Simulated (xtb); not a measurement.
CAuClO (SMILES [O+]#[C-]->[Au][Cl]), singlet, geometry from GFN2-xTB (such geometries of metal compounds can be far from the true shape), atoms displaced at random by about 0.06 Å a coordinate; GFN2-xTB in xtb 6.7.1.

Here is a job for xtb.
```
$ xtb mol.xyz --gfn 2 --chrg 0 --uhf 0 --ohess --json

# file mol.xyz
4

Au     0.03050338    -0.03987126    -0.03686469
Cl    -0.18165052     1.53760943    -1.50127504
O      0.27943041    -2.25518506     2.02959955
C      0.22988293    -1.38855583     1.16804220
```

The log (banner, timings and long lists left out):

```
   ID    Z sym.   atoms
    1   79 Au     1
    2   17 Cl     2
    3    8 O      3
    4    6 C      4

           -------------------------------------------------
          |                Calculation Setup                |
           -------------------------------------------------

           -------------------------------------------------
          |                 G F N 2 - x T B                 |
           -------------------------------------------------

          ...................................................
          :                      SETUP                      :
          :.................................................:
          :  # basis functions                  28          :
          :  # atomic orbitals                  26          :
          :  # shells                           10          :
          :  # electrons                        28          :
          :  max. iterations                   250          :
          :  Hamiltonian                  GFN2-xTB          :
          :  restarted?                      false          :
          :  GBSA solvation                  false          :
          :  PC potential                    false          :
          :  electronic temp.          300.0000000     K    :
          :  accuracy                    1.0000000          :
          :  -> integral cutoff          0.2500000E+02      :
          :  -> integral neglect         0.1000000E-07      :
          :  -> SCF convergence          0.1000000E-05 Eh   :
          :  -> wf. convergence          0.1000000E-03 e    :
          :  Broyden damping             0.4000000          :
          :  net charge                          0          :
          :  unpaired electrons                  0          :
          ...................................................

 iter      E             dE          RMSdq      gap      omega  full diag
   1    -14.5325798 -0.145326E+02  0.875E+00    5.34       0.0  T
   2    -14.5888305 -0.562508E-01  0.453E+00    1.64       1.0  T
   3    -14.6010073 -0.121767E-01  0.434E+00    2.55       1.0  T
   4    -14.6337878 -0.327806E-01  0.171E+00    1.24       1.0  T
   5    -14.6293967  0.439116E-02  0.175E+00    2.16       1.0  T
   6    -14.6389044 -0.950769E-02  0.338E-01    1.54       1.0  T
   7    -14.6391522 -0.247843E-03  0.207E-01    1.67       1.0  T
   8    -14.6392919 -0.139655E-03  0.693E-02    1.60       1.0  T
   9    -14.6392958 -0.396245E-05  0.454E-02    1.60       1.1  T
  10    -14.6393016 -0.577507E-05  0.245E-02    1.61       2.0  T
  11    -14.6393001  0.150938E-05  0.292E-02    1.61       1.7  T
  12    -14.6393039 -0.381145E-05  0.567E-04    1.61      88.1  T
  13    -14.6393039 -0.190482E-09  0.263E-04    1.61     190.2  T
  14    -14.6393039 -0.301910E-10  0.173E-04    1.61     289.5  T

   *** convergence criteria satisfied after 14 iterations ***

         :::::::::::::::::::::::::::::::::::::::::::::::::::::
         ::                     SUMMARY                     ::
         :::::::::::::::::::::::::::::::::::::::::::::::::::::
         :: total energy             -14.583855988232 Eh    ::
         :: gradient norm              0.211583058555 Eh/a0 ::
         :: HOMO-LUMO gap              1.605240537714 eV    ::
         ::.................................................::
         :: SCC energy               -14.639304807317 Eh    ::
         :: -> isotropic ES            0.048912299065 Eh    ::
         :: -> anisotropic ES          0.000724390161 Eh    ::
         :: -> anisotropic XC          0.002291217305 Eh    ::
         :: -> dispersion             -0.002470109784 Eh    ::
         :: repulsion energy           0.055448819085 Eh    ::
         :: add. restraining           0.000000000000 Eh    ::
         :: total charge              -0.000000000000 e     ::
         :::::::::::::::::::::::::::::::::::::::::::::::::::::

      -----------------------------------------------------------
     |                   =====================                   |
     |                        A N C O P T                        |
     |                   =====================                   |
     |               Approximate Normal Coordinate               |
     |                Rational Function Optimizer                |
      -----------------------------------------------------------
      -----------------------------------------------------------
     |                   =====================                   |
     |                        A N C O P T                        |
     |                   =====================                   |
     |               Approximate Normal Coordinate               |
     |                Rational Function Optimizer                |
      -----------------------------------------------------------

          ...................................................
          :                      SETUP                      :
          :.................................................:
          :   optimization level            normal          :
          :   max. optcycles                   200          :
          :   ANC micro-cycles                  20          :
          :   degrees of freedom                 6          :
          :.................................................:
          :   RF solver                   davidson          :
          :   write xtbopt.log                true          :
          :   linear?                        false          :
          :   energy convergence         0.5000000E-05 Eh   :
          :   grad. convergence          0.1000000E-02 Eh/α :
          :   maxmium RF displ.          1.0000000          :
          :   Hlow (freq-cutoff)         0.1000000E-01      :
          :   Hmax (freq-cutoff)         5.0000000          :
          :   S6 in model hess.         20.0000000          :
          ...................................................

[...]
 * total energy  :   -14.5838560 Eh     change       -0.1026343E-09 Eh
 * total energy  :   -14.5982479 Eh     change       -0.1439192E-01 Eh
 * total energy  :   -14.5983569 Eh     change       -0.1090322E-03 Eh
 * total energy  :   -14.5983948 Eh     change       -0.3787565E-04 Eh
 * total energy  :   -14.5984063 Eh     change       -0.1145679E-04 Eh
 * total energy  :   -14.5984127 Eh     change       -0.6465275E-05 Eh
 * total energy  :   -14.5984230 Eh     change       -0.1027051E-04 Eh
 * total energy  :   -14.5984289 Eh     change       -0.5929862E-05 Eh
 * total energy  :   -14.5984318 Eh     change       -0.2903383E-05 Eh
   *** GEOMETRY OPTIMIZATION CONVERGED AFTER 9 ITERATIONS ***
         :: total energy             -14.598431844399 Eh    ::
[...]
     3   8 O        0.858    -0.037    15.613     5.298
     4   6 C        1.833     0.138    27.798     8.518

 Mol. C6AA /au·bohr⁶  :       1301.606161
 Mol. C8AA /au·bohr⁸  :      75980.073197
 Mol. α(0) /au        :         61.463237

Wiberg/Mayer (AO) data.
largest (>0.10) Wiberg bond orders for each atom

 ---------------------------------------------------------------------------
     #   Z sym  total        # sym  WBO       # sym  WBO       # sym  WBO
 ---------------------------------------------------------------------------
     1  79 Au   1.972 --     4 C    1.009     2 Cl   0.787     3 O    0.176
     2  17 Cl   0.990 --     1 Au   0.787     4 C    0.157
     3   8 O    2.615 --     4 C    2.393     1 Au   0.176
     4   6 C    3.560 --     3 O    2.393     1 Au   1.009     2 Cl   0.157
 ---------------------------------------------------------------------------

Topologies differ in total number of bonds
Writing topology from bond orders to xtbtopo.mol

molecular dipole:
                 x           y           z       tot (Debye)
 q only:        0.191      -1.484       1.369
   full:        0.202      -1.570       1.451       5.458
molecular quadrupole (traceless):
                xx          xy          yy          xz          yz          zz
 q only:        3.206       0.553      -1.624      -0.558       4.885      -1.582
  q+dip:        2.989       0.500      -1.477      -0.510       4.553      -1.512
   full:        3.742       0.663      -1.931      -0.662       5.701      -1.810

           -------------------------------------------------
          |               Frequency Printout                |
           -------------------------------------------------
 projected vibrational frequencies (cm⁻¹)
eigval :       -0.00    -0.00     0.00     0.00     0.00     0.00
eigval :       51.11   292.66   304.21   359.11   441.00  2156.33
 reduced masses (amu)
   1:123.80   2:150.65   3: 43.20   4:122.79   5: 50.99   6: 78.20   7: 57.16   8: 29.29
   9: 41.76  10: 20.11  11: 49.70  12: 13.64
 IR intensities (km·mol⁻¹)
   1:  0.76   2:  0.36   3:  4.10   4:  1.17   5:  1.29   6:  2.25   7:  2.49   8:  1.96
   9: 25.07  10:  2.91  11:  2.54  12:******
 Raman intensities (Ä⁴*amu⁻¹)
   1:  0.00   2:  0.00   3:  0.00   4:  0.00   5:  0.00   6:  0.00   7:  0.00   8:  0.00
   9:  0.00  10:  0.00  11:  0.00  12:  0.00
 output can be read by thermo (or use thermo option).
 writing <g98.out> molden fake output.
 recommended (thermochemical) frequency scaling factor: 1.0
           -------------------------------------------------
Molecule has the following symmetry elements: (Cinf) (sigma)
It seems to be the Cinfv point group
          |             Thermodynamic Functions             |
           -------------------------------------------------

cin symmetry found (for desy threshold:  0.10E+00) used in thermo

          ...................................................
          :                      SETUP                      :
          :.................................................:
          :  # frequencies                           6      :
          :  # imaginary freq.                       0      :
          :  linear?                             false      :
          :  only rotor calc.                    false      :
          :  symmetry                              cin      :
          :  rotational number                       1      :
          :  scaling factor                  1.0000000      :
          :  rotor cutoff                   50.0000000 cm⁻¹ :
          :  imag. cutoff                  -20.0000000 cm⁻¹ :
          :.................................................:

    mode    ω/cm⁻¹     T·S(HO)/kcal·mol⁻¹    T·S(FR)/kcal·mol⁻¹   T·S(vib)
   ------------------------------------------------------------------------
       1     51.11    -1.42341 ( 52.19%)    -1.04965 ( 47.81%)    -1.24470
       2    292.66    -0.43487 ( 99.91%)    -0.53302 (  0.09%)    -0.43495
   ------------------------------------------------------------------------

   temp. (K)  partition function   enthalpy   heat capacity  entropy
                                   cal/mol     cal/K/mol   cal/K/mol   J/K/mol
 298.15  VIB   10.8                 1443.342      7.803      8.978
         ROT  0.129E+04              888.752      2.981     17.221
         INT  0.140E+05             2332.094     10.784     26.199
         TR   0.407E+28             1481.254      4.968     42.552
         TOT                        3813.3478    15.7517    68.7508   287.6535

       T/K    H(0)-H(T)+PV         H(T)/Eh          T*S/Eh         G(T)/Eh
   ------------------------------------------------------------------------
    298.15    0.607696E-02    0.142884E-01    0.326657E-01   -0.183773E-01
   ------------------------------------------------------------------------

         :::::::::::::::::::::::::::::::::::::::::::::::::::::
         ::                  THERMODYNAMIC                  ::
         :::::::::::::::::::::::::::::::::::::::::::::::::::::
         :: total free energy         -14.616809155930 Eh   ::
         ::.................................................::
         :: total energy              -14.598431844419 Eh   ::
         :: zero point energy           0.008211474246 Eh   ::
         :: G(RRHO) w/o ZPVE           -0.026588785757 Eh   ::
         :: G(RRHO) contrib.           -0.018377311511 Eh   ::
         :::::::::::::::::::::::::::::::::::::::::::::::::::::

optimized geometry written to: xtbopt.xyz

           -------------------------------------------------
          | TOTAL ENERGY              -14.598431844419 Eh   |
          | TOTAL ENTHALPY            -14.584143413634 Eh   |
          | TOTAL FREE ENERGY         -14.616809155930 Eh   |
          | GRADIENT NORM               0.000642935015 Eh/α |
          | HOMO-LUMO GAP               1.907671195835 eV   |
           -------------------------------------------------

normal termination of xtb
```
